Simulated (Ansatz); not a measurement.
Saddle point of SnH5BrO, singlet (SnH₃Br ([Br][SnH3]) + H₂O → SnH₄O ([OH][SnH3]) + HBr; bonds formed: Sn1–O7, Br2–H6; bonds broken: Sn1–Br2, H6–O7), PBE0-D4/def2-TZVP structure:

| atom | x (Å) | y (Å) | z (Å) |
| --- | --- | --- | --- |
| Sn1 | -0.8593 | -0.5339 | -0.3274 |
| Br2 | 2.6569 | -0.3053 | 0.0098 |
| H3 | -0.3569 | -0.7484 | -1.9219 |
| H4 | -0.5148 | -1.7575 | 0.7890 |
| H5 | -2.4503 | 0.0611 | -0.1762 |
| H6 | 1.3437 | 0.6834 | 0.2194 |
| O7 | 0.1877 | 1.1322 | 0.2631 |
| H8 | -0.0071 | 1.4683 | 1.1442 |

Energies are electronic, without zero-point energy. Barriers and step energies count from the start structure reached by relaxing down the imaginary mode; all methods use the PBE0-D4 structures, on which another method's saddle can fall below an end. Ansatz 0.2.0; basis: def2-TZVPP, with def2-QZVPP for the basis limit; cores frozen in the correlated methods. Filled d shells of the heavier atoms are correlated. Core potentials replace the inner electrons of the atoms past krypton. The def2 sets are not built for correlating such inner shells, so the correlated values are less sure here. B3LYP uses VWN-RPA correlation. Extrapolation: Hartree–Fock as exp(−7.88 √X), correlation as X^−2.97.

| method | barrier (kJ/mol) | step energy (kJ/mol) |
| --- | --- | --- |
| SPW92 | 54.2 | 64.3 |
| PBE-D4 | 75.4 | 74.3 |
| BLYP-D4 | ? | 70.4 |
| r2SCAN-D4 | 78.0 | 77.7 |
| B97M-V | ? | 81.4 |
| PBE0-D4 | 86.7 | 84.1 |
| B3LYP-D4 | 86.1 | 78.7 |
| r2SCAN0-D4 | ? | 86.1 |
| BHLYP-D4 | 98.7 | 89.8 |
| CAM-B3LYP-D4 | 84.7 | 76.0 |
| wB97X-V | 90.8 | 82.8 |
| wB97M-V | 92.7 | 86.8 |
| B2PLYP | 87.7 | 77.7 |
| PBE-QIDH | 91.1 | 85.8 |
| RPA on PBE | 91.0 | 76.1 |
| HF | 124.4 | 103.5 |
| MP2 | 87.0 | 79.3 |
| CCSD | 98.2 | 84.3 |
| CCSD(T) | 92.0 | 80.4 |

Problem. Fill in the withheld barriers. (An estimate is asked for; the value comes from the calculation.)

Solution. The calculation gives: BLYP-D4 77.5; B97M-V 91.1; r2SCAN0-D4 87.4 kJ/mol. Each is the energy of the saddle less that of the start structure, by the same method.

For comparison, the barrier by CCSD(T) at an estimated basis limit (MP2 extrapolated from triple and quadruple zeta, plus CCSD(T) − MP2 in triple zeta) is 94.7 kJ/mol.

T1 diagnostic: at most 0.011.

The step is the kind of ligand exchange by which a precursor binds to a hydroxyl group, or is hydrolysed, in atomic layer deposition of oxides.

Labels in which every atom is bracketed show which atoms are joined, not bond orders.

For scale, one of the runs: CCSD(T)/def2-TZVPP, 199 basis functions, launched by `ansatz run in.yaml --threads 4 --pin off --events-out ev --progress --plain --max-ram 9574MiB`. The run took 2.1 min on 4 CPU threads of an Arm Neoverse V1 (shared host), with 2.8 GiB of host memory at its peak.
